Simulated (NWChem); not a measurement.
CH$_{4}$OSSe; SMILES CS[Se]O

```xyz
8

Se     0.3713    -0.7815    -0.1777
O     -1.2440    -1.5260     0.3188
H     -1.1140    -1.8087     1.2478
S      0.3062     1.2741     0.5771
C     -0.6542     2.1789    -0.6973
H     -0.1609     2.1122    -1.6852
H     -0.6871     3.2375    -0.3690
H     -1.6841     1.7795    -0.7522
```
Atoms are numbered in this order, from 1.

Program: NWChem. Geometry: optimised at PBE-D3(BJ)/def2-SVP. Level M06-2X/def2-SVP: energy and gradient on several grids; changes count from the extra-fine grid, which is no exact limit either.

| grid | size of the energy change (μHa) | largest change of a gradient component (μHa/bohr) | time, medium = 1 (rough) |
|---|---|---|---|
| xcoarse | 20000 | 3000 | about 1 |
| coarse | 400 | 300 | about 1 |
| medium | 20 | 200 | about 1 |
| fine | < 10 | 40 | about 1 |
| xfine | < 10 | < 30 | 3 |
